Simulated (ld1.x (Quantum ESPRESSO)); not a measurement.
# What one change does to a pseudopotential (boron (B), TM)

ld1.x (Quantum ESPRESSO) 7.5 input, shortened:

```
&input
   title='B', zed=5., rel=1, dft='PBESOL', iswitch=3,
   config='[He] 2s1.5 2p1.5 3d-2'
 /
 &inputp
   pseudotype=2, tm=.true., lloc=2,
   nlcc=.true., rcore=0.95
 /
3
2S  1  0   1.50   0.00  1.70  1.70  0.0
2P  2  1   1.50   0.00  2.05  2.05  0.0
3D  3  2  -2.00   0.45  2.10  2.10  0.0
 &test
   configts(1)='2s1.5 2p1.5'
 /
```

All-electron outer shells of the reference configuration (PBEsol, scalar-relativistic, ld1.x):

```csv
shell,level (eV),outermost node (bohr),outermost maximum (bohr)
1s,-180.14,–,0.21
2s,-9.62,0.46,1.52
2p,-3.80,–,1.57
```

Change: wave 2p (bound): rc 2.05 bohr becomes 2p (bound): rc 2.32 bohr.

Cutoffs: the cutoffs (Ry, on a coarse ladder) from which the occupation-weighted sum of valence levels, in a spherical-Bessel basis at the reference potential, stays within 10 and 1 mRy of its value at 400 Ry; they do not see the model core or the augmentation charge, which bear on the density cutoff. Errors are all-electron minus pseudo energies relative to the spin-unpolarised reference configuration.

Question: What does the change do?

Answer: The potential gets softer (21 Ry and 40 Ry → 18 Ry and 40 Ry); of the 7 tests that both files solve, the error grows in 7 and shrinks in 0 by more than 15 % and 0.3 meV (median size 1.1 → 7.9 meV); neither file shows a bound ghost. A larger radius leaves more room for a smooth pseudo-wave, so fewer plane waves are needed. More of the atom is replaced by a form fitted at one configuration, so other configurations suffer.

| quantity | base | changed |
| --- | --- | --- |
| cutoff, loose | 21 Ry | 18 Ry |
| cutoff, tight | 40 Ry | 40 Ry |
| loose cutoff by channel (10 mRy a level) | s 12 Ry, p 18 Ry | s 12 Ry, p 15 Ry |
| bound ghosts | none | none |
| error for 2s2 2p1, meV [ΔE -2.91 eV] | -0.2 | -1.0 |
| error for 2s2 2p0, meV [ΔE 5.23 eV] | +31 | +44 |
| error for 2s1 2p0, meV [ΔE 30.49 eV] | +96 | +142 |
| error for 2s2 2p0.5, meV [ΔE -0.05 eV] | +5.9 | +7.9 |
| error for 2s1 2p1, meV [ΔE 11.36 eV] | -0.4 | -1.0 |
| error for 2s1 2p2, meV [ΔE 2.91 eV] | -0.2 | -1.0 |
| error for 2s0 2p3, meV [ΔE 8.75 eV] | -1.1 | -9.3 |
